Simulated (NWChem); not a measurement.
System: SiH$_{2}$Br$_{2}$; SMILES Br[SiH2]Br

Here is an NWChem input.

```
start job
memory heap 200 mb stack 900 mb global 1100 mb
geometry units angstroms noautoz
  Si     0.000000     0.000000    -0.994711
  Br    -1.825583     0.000000     0.261197
  Br     1.825583     0.000000     0.261197
  H      0.000000     1.232612    -1.821612
  H      0.000000    -1.232612    -1.821612
end
basis spherical
  * library aug-cc-pvdz
end
dft
  xc b3lyp
  iterations 150
  vectors input atomic output neutral.movecs
end
task dft energy
charge 1
dft
  odft
  mult 2
  vectors input atomic output cation.movecs
end
task dft energy
charge -1
dft
  odft
  mult 2
  vectors input atomic output anion.movecs
end
task dft energy
```

Coordinates come from a PBE0/def2-SVP optimisation. B3LYP is NWChem's, with the RPA form of VWN correlation.

Ions are spin-unrestricted doublets at the neutral geometry; other ion states weren't tried.

Problem. Predict the main results of this run. (B3LYP/aug-cc-pVDZ, vertical spin-unrestricted ions.) Quantities: vertical ionisation energy, ΔSCF (eV); −ε(HOMO) (eV).

Solution. 
```
Property                               Value
-------------------------------------  -----
vertical ionisation energy, ΔSCF (eV)  10.57
−ε(HOMO) (eV)                           8.37
```
